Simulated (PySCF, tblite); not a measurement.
Isomers of C6H13ClSi, one GFN2-xTB conformer each. Single-point energies are computed at PBE0/pcSseg-1 (PySCF, gas phase, no added dispersion term), electronic only.

Task: Rank them by PBE0/pcSseg-1 energy, lowest first (kJ/mol).
A. `[CH3:1][CH2:2][CH2:3][CH2:4]/[CH:5]=[CH:6]/[SiH2:7][Cl:8]` with C1–C2–C3–C4 178°, C2–C3–C4–C5 180°, C3–C4–C5–C6 120°, C5–C6–Si7–Cl8 -139°
B. `[CH3:1][C@@H:2]1[CH2:3][SiH2:4][C@H:5]1[CH2:6][CH2:7][Cl:8]` with Si4–C5–C6–C7 175°, C5–C6–C7–Cl8 178°, C1–C2–C3–Si4 -131°, C2–C3–Si4–C5 7°, C3–Si4–C5–C6 -127°, C1–C2–C5–Si4 130°
C. `[CH3:1][CH2:2][C@@H:3]1[CH2:4][C@:5]1([SiH3:6])[CH2:7][Cl:8]` with C1–C2–C3–C4 -94°, C4–C5–C7–Cl8 -152°

Result: A (0.0), B (127.3), C (162.5).

As drawn, the lowest has a C=C bond outside aromatic rings, which the highest lacks; the highest has a three-membered ring, which the lowest lacks. GFN2-xTB itself gives, in the same order: 0.0, 103.5, 99.2. Both levels put the same isomer lowest; measured from each level's own lowest isomer, the values differ by up to 63.3 kJ/mol (CC[C@@H]1C[C@]1([SiH3])CCl: 99.2 against 162.5).

Task: Which frontier levels, dipoles and rotational constants go with these structures?

Result: 
| SMILES | HOMO (eV, PBE0/pcSseg-1) | LUMO (eV) | dipole (D) | A, B, C (MHz) |
| --- | --- | --- | --- | --- |
| CCCC/C=C/[SiH2]Cl | -7.75 | -0.45 | 2.76 | 6353, 330.7, 323.5 |
| C[C@@H]1C[SiH2][C@H]1CCCl | -7.67 | 0.16 | 2.48 | 2531, 642.5, 542.6 |
| CC[C@@H]1C[C@]1([SiH3])CCl | -7.83 | 0.66 | 2.13 | 1625, 1012, 741.0 |

Task: What happens when harmonic zero-point energies from GFN2-xTB frequencies are added?

Result: 
```tsv
SMILES	ZPE (kJ/mol)	electronic (kJ/mol)	with ZPE (kJ/mol)
CCCC/C=C/[SiH2]Cl	449.7	0.0	0.0
C[C@@H]1C[SiH2][C@H]1CCCl	452.1	127.3	129.7
CC[C@@H]1C[C@]1([SiH3])CCl	443.3	162.5	156.1
```

The zero-point energies span 8.8 kJ/mol. The order is unchanged.
